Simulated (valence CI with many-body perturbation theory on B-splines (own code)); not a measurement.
# Energy levels of Bi LXXVII

Method: configuration interaction combined with many-body perturbation theory (CI+MBPT): five valence electrons over a frozen Dirac-Fock core [He], radial functions for each j: 11 s, 11 p, 10 d, 8 f, 5 g, 2 h, with the one-electron correlation potential Σ1, the two-electron term Σ2, the three-electron term Σ3, Breit, model QED; selected CI, second order for the rest, scaled by the run's own slope (own B-spline code, finite nucleus).

No measured spectrum was set against this ion. As an estimate, large intervals hold to a few tenths of a per cent, small ones and those within an open d or f shell to about a per cent. Among the levels kept, up to 7700 cm⁻¹ of a level comes from second order outside the variational space, and about a tenth of that is noise between levels of different J, which matters for small intervals.

Levels 46 to 90 of 202, with energies above the lowest level, (2s^2 2p1/2^2 2p3/2) J=3/2. "Leading %" is the weight of the configuration and term that name the level; weights of strongly mixed levels are sums over their largest components and can fall short. In the jj column 3d3/2^4 stands for four electrons in 3d with j = 3/2. Lifetimes count E1, E2, E3, M1 and M2 decay at the calculated energies, and are blank where another channel may lead or the interval is too uncertain; long ones can be off by a factor of two.

```
No.  Configuration  Term    J  E (× 10³ cm⁻¹)  Leading %     Second component                      Leading jj  Lifetime
 46     2s2 2p2 3d    4D  1/2          116500         78   15 % 2s2 2p2 3d 2P  2s^2 2p1/2 2p3/2 3d3/2 (100 %)   2.13 fs
 47     2s2 2p2 3d    2G  7/2          116580         56   25 % 2s2 2p2 3d 2F   2s^2 2p1/2 2p3/2 3d3/2 (99 %)   12.6 fs
 48     2s2 2p2 3d    2D  5/2          116720         38   32 % 2s2 2p2 3d 2F   2s^2 2p1/2 2p3/2 3d3/2 (99 %)    321 as
 49     2s2 2p2 3d    2D  3/2          116760         47   18 % 2s2 2p2 3d 2P  2s^2 2p1/2 2p3/2 3d3/2 (100 %)    313 as
 50     2s2 2p2 3d    2P  1/2          116860         39   31 % 2s2 2p2 3d 4P  2s^2 2p1/2 2p3/2 3d3/2 (100 %)    297 as
 51     2s2 2p2 3d    4D  7/2          117790         46   38 % 2s2 2p2 3d 4F   2s^2 2p1/2 2p3/2 3d5/2 (98 %)   22.0 fs
 52     2s2 2p2 3d    2G  9/2          117950         66   34 % 2s2 2p2 3d 4F  2s^2 2p1/2 2p3/2 3d5/2 (100 %)   2.45 ps
 53     2s2 2p2 3d    2P  3/2          117960         42   24 % 2s2 2p2 3d 4P   2s^2 2p1/2 2p3/2 3d5/2 (99 %)    561 as
 54     2s2 2p2 3d    2F  5/2          117980         44   19 % 2s2 2p2 3d 4P  2s^2 2p1/2 2p3/2 3d5/2 (100 %)    441 as
 55     2s2 2p2 3d    2D  5/2          118120         56   28 % 2s2 2p2 3d 4P   2s^2 2p1/2 2p3/2 3d5/2 (98 %)    294 as
 56     2s2 2p2 3d    2F  7/2          118190         70   14 % 2s2 2p2 3d 4F   2s^2 2p1/2 2p3/2 3d5/2 (98 %)    264 as
 57     2s2 2p2 3d    2D  3/2          118260         57   28 % 2s2 2p2 3d 2P   2s^2 2p1/2 2p3/2 3d5/2 (98 %)    391 as
 58     2s2 2p2 3d    2P  1/2          118310         55   38 % 2s2 2p2 3d 2S   2s^2 2p1/2 2p3/2 3d5/2 (99 %)    376 as
 59      2s 2p3 3p    4D  7/2          118500         49    24 % 2s 2p3 3p 6P   2s 2p1/2^2 2p3/2 3p3/2 (96 %)   19.9 fs
 60      2s 2p3 3p    2P  3/2          118590         32    28 % 2s 2p3 3p 4P   2s 2p1/2^2 2p3/2 3p3/2 (98 %)   1.94 fs
 61      2s 2p3 3p    4P  5/2          118760         38    21 % 2s 2p3 3p 2D   2s 2p1/2^2 2p3/2 3p3/2 (98 %)   2.09 fs
 62      2s 2p3 3p    2P  1/2          118800         41    22 % 2s 2p3 3p 4P  2s 2p1/2^2 2p3/2 3p3/2 (100 %)   1.29 fs
 63      2s 2p3 3p    2D  5/2          119390         34    21 % 2s 2p3 3p 4P   2s 2p1/2^2 2p3/2 3p3/2 (99 %)   2.47 fs
 64      2s 2p3 3d   4D°  5/2          119430         30   16 % 2s 2p3 3d 6D°  2s 2p1/2^2 2p3/2 3d3/2 (100 %)   3.78 fs
 65      2s 2p3 3d   4D°  3/2          119480         30   21 % 2s 2p3 3d 6D°  2s 2p1/2^2 2p3/2 3d3/2 (100 %)   1.82 fs
 66      2s 2p3 3d   2F°  7/2          119510         26   22 % 2s 2p3 3d 4F°   2s 2p1/2^2 2p3/2 3d3/2 (99 %)   13.3 fs
 67      2s 2p3 3d   4P°  1/2          119540         47   24 % 2s 2p3 3d 6D°  2s 2p1/2^2 2p3/2 3d3/2 (100 %)   4.00 fs
 68      2s 2p3 3p    2P  3/2          119560         38    13 % 2s 2p3 3p 4D   2s 2p1/2^2 2p3/2 3p3/2 (99 %)   2.83 fs
 69      2s 2p3 3p    4P  1/2          119610         37    26 % 2s 2p3 3p 2P   2s 2p1/2^2 2p3/2 3p3/2 (99 %)   13.9 fs
 70      2s 2p3 3d   2D°  3/2          120270         38   23 % 2s 2p3 3d 4F°   2s 2p1/2^2 2p3/2 3d3/2 (97 %)   3.02 fs
 71      2s 2p3 3d   2F°  5/2          120310         37   21 % 2s 2p3 3d 4G°  2s 2p1/2^2 2p3/2 3d3/2 (100 %)   5.75 fs
 72      2s 2p3 3d   4D°  1/2          120400         45   31 % 2s 2p3 3d 2P°   2s 2p1/2^2 2p3/2 3d3/2 (99 %)   1.91 fs
 73      2s 2p3 3d   4F°  9/2          120770         52   25 % 2s 2p3 3d 6D°  2s 2p1/2^2 2p3/2 3d5/2 (100 %)   2.53 ps
 74      2s 2p3 3d   4D°  5/2          121000         30   20 % 2s 2p3 3d 2D°  2s 2p1/2^2 2p3/2 3d5/2 (100 %)    482 as
 75      2s 2p3 3d   4D°  7/2          121050         41   20 % 2s 2p3 3d 2F°   2s 2p1/2^2 2p3/2 3d5/2 (99 %)    309 as
 76      2s 2p3 3d   2D°  3/2          121140         33   20 % 2s 2p3 3d 4D°   2s 2p1/2^2 2p3/2 3d5/2 (97 %)    468 as
 77      2s 2p3 3d   2P°  1/2          121300         52   24 % 2s 2p3 3d 4D°   2s 2p1/2^2 2p3/2 3d5/2 (99 %)    399 as
 78      2s 2p3 3d   2F°  7/2          121720         36   21 % 2s 2p3 3d 4D°  2s 2p1/2^2 2p3/2 3d5/2 (100 %)   1.40 fs
 79      2s 2p3 3d   2D°  5/2          121870         40   11 % 2s 2p3 3d 4D°  2s 2p1/2^2 2p3/2 3d5/2 (100 %)    291 as
 80      2s 2p3 3d   2P°  3/2          121890         33   16 % 2s 2p3 3d 2D°  2s 2p1/2^2 2p3/2 3d5/2 (100 %)    427 as
 81     2s2 2p2 4s    4P  1/2          126720         45   32 % 2s2 2p2 4s 2S         2s^2 2p1/2^2 4s (100 %)   3.65 fs
 82     2s2 2p2 4p   2P°  1/2          127140         47  38 % 2s2 2p2 4p 4D°      2s^2 2p1/2^2 4p1/2 (100 %)   5.81 fs
 83     2s2 2p2 3s    4P  5/2          128630         65   34 % 2s2 2p2 3s 2D          2s^2 2p3/2^2 3s (99 %)   5.77 fs
 84     2s2 2p2 3s    2P  3/2          128730         55   34 % 2s2 2p2 3s 2D          2s^2 2p3/2^2 3s (99 %)   1.86 fs
 85     2s2 2p2 3s    2S  1/2          129270         67   21 % 2s2 2p2 3s 4P          2s^2 2p3/2^2 3s (99 %)   3.15 fs
 86     2s2 2p2 4p   2P°  3/2          129540         36  19 % 2s2 2p2 4p 4D°      2s^2 2p1/2^2 4p3/2 (100 %)   10.7 fs
 87     2s2 2p2 3p   4P°  3/2          129820         28  19 % 2s2 2p2 3p 4S°       2s^2 2p3/2^2 3p1/2 (98 %)    117 fs
 88     2s2 2p2 3p   2D°  5/2          129830         38  26 % 2s2 2p2 3p 2F°       2s^2 2p3/2^2 3p1/2 (98 %)    126 fs
 89     2s2 2p2 4d    2D  3/2          129870         43   32 % 2s2 2p2 4d 4F      2s^2 2p1/2^2 4d3/2 (100 %)   2.77 fs
 90     2s2 2p2 3p   2P°  1/2          130430         74  18 % 2s2 2p2 3p 4D°       2s^2 2p3/2^2 3p1/2 (98 %)    130 fs
```
